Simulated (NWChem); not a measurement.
# BHOCl2; SMILES OB(Cl)Cl

```xyz
5

B      0.3747     0.0315     0.0000
Cl    -0.4738    -1.5177     0.0000
Cl    -0.5386     1.5247     0.0000
O      1.7117     0.0926     0.0000
H      2.1328    -0.7747     0.0000
```
Atoms are numbered in this order, from 1.

Results from NWChem. Pople sets run with spherical d functions. STO-3G and 3-21G are far too small for this property and stand as cheap habits. All runs use the structure optimised with PBE0/def2-SVP. GIAO values for the isolated, static molecule; σ is the absolute isotropic shielding, δ = σ(reference) − σ with the isolated reference molecule computed at the same levels (11B: boron trifluoride, 1H: tetramethylsilane, 17O: water).

| level | δ B1 (ppm) | σ Cl2 (ppm) | σ Cl3 (ppm) | δ O4 (ppm) | δ H5 (ppm) |
|---|---|---|---|---|---|
| PBE/pcSseg-1 | 22.7 | 753.3 | 772.6 | 193.2 | 5.35 |
| PBE0/pcSseg-2 | 26.2 | 775.6 | 792.0 | 175.4 | 5.22 |
| Hartree-Fock/STO-3G | ? | ? | ? | ? | 5.38 |
| Hartree-Fock/6-31G* | 28.8 | 880.1 | 889.2 | 124.1 | 4.59 |
| LDA (Slater exchange, VWN5)/pcSseg-1 | 23.8 | 736.3 | 754.1 | 204.8 | 5.56 |

### Question
What belongs in the gaps?

### Answer

- Hartree-Fock/STO-3G, δ B1 (ppm): 26.6
- Hartree-Fock/STO-3G, σ Cl2 (ppm): 1061.5
- Hartree-Fock/STO-3G, σ Cl3 (ppm): 1076.5
- Hartree-Fock/STO-3G, δ O4 (ppm): 87.6
